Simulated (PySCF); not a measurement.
2-fluorocyclopenta-1,3-diene (C5H5F), SMILES FC1=CCC=C1.

Coordinates come from a PBE0-D3(BJ)/def2-SVP optimisation. Other conformers were not sampled.

All values below come from TDA-PBE/def2-SVPD run with PySCF.

Vertical excitations. Gas-phase values at a fixed geometry. State labels are in the subgroup Cs.

Computed lowest excited states:
| state | symmetry | energy (eV) | λ (nm) | f | main pairs |
|---|---|---|---|---|---|
| S1 | A' | 5.18 | 239 | 0.096 | HOMO→LUMO 84 % |
| S2 | A" | 5.82 | 213 | 0.001 | HOMO→LUMO+1 100 % |
| S3 | A" | 6.23 | 199 | 0.005 | HOMO→LUMO+2 99 % |
| S4 | A' | 6.26 | 198 | 0.058 | HOMO−1→LUMO 52 %, HOMO→LUMO+3 35 %, HOMO→LUMO 9 % |
| S5 | A" | 6.51 | 190 | 0.018 | HOMO→LUMO+4 100 % |
| S6 | A" | 6.84 | 181 | 0.002 | HOMO−2→LUMO 99 % |
| S7 | A" | 6.93 | 179 | 0.003 | HOMO→LUMO+5 99 % |
| S8 | A" | 7.24 | 171 | 0.001 | HOMO→LUMO+6 99 % |
| S9 | A" | 7.63 | 163 | 0.002 | HOMO−3→LUMO 93 % |
| S10 | A' | 7.64 | 162 | 0.099 | HOMO→LUMO+7 95 % |
| T1 | A' | 3.15 | 394 | 0 | HOMO→LUMO 98 % |
| T2 | A' | 4.97 | 249 | 0 | HOMO−1→LUMO 80 %, HOMO→LUMO+3 18 % |
| T3 | A" | 5.76 | 215 | 0 | HOMO→LUMO+1 100 % |
| T4 | A' | 5.87 | 211 | 0 | HOMO→LUMO+3 80 %, HOMO−1→LUMO 18 % |
Triplets are in the Tamm–Dancoff approximation.
